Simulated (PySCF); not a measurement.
# Yb (ytterbium, neutral) across methods

[Xe] 4f14 6s1 6p1, high-spin 3P determinant (an excited configuration). All numbers are calculated (PySCF 2.14, scalar relativity by spin-free X2C-1e, in x2c-TZVPPall).

| method | E (hartree) | mean ε 4f α (eV) | mean ε 4f β (eV) | mean ε 6p α (eV) | Σ⟨r²⟩ (bohr²) | ⟨S²⟩ |
| --- | --- | --- | --- | --- | --- | --- |
| PBE0 | -14059.37 | -6.794 | -6.765 | -2.611 | 88.11 | 2.000 |
| UHF | -14054.55181 | -15.001 | -14.985 | -3.897 | 91.36 | 2.000 |
| LDA | -14050.25 | -4.182 | -4.144 | -2.100 | 87.52 | 2.000 |
| r2SCAN | -14059.72 | -3.738 | -3.684 | -2.184 | 87.69 | 2.000 |

(1) Estimate the same row for PBE.

Spin-orbit coupling, absent here, splits the open shell strongly.

Results:

(1) E (hartree) = -14059.63; mean ε 4f α (eV) = -3.850; mean ε 4f β (eV) = -3.810; mean ε 6p α (eV) = -2.102; Σ⟨r²⟩ (bohr²) = 87.78; ⟨S²⟩ = 2.000.
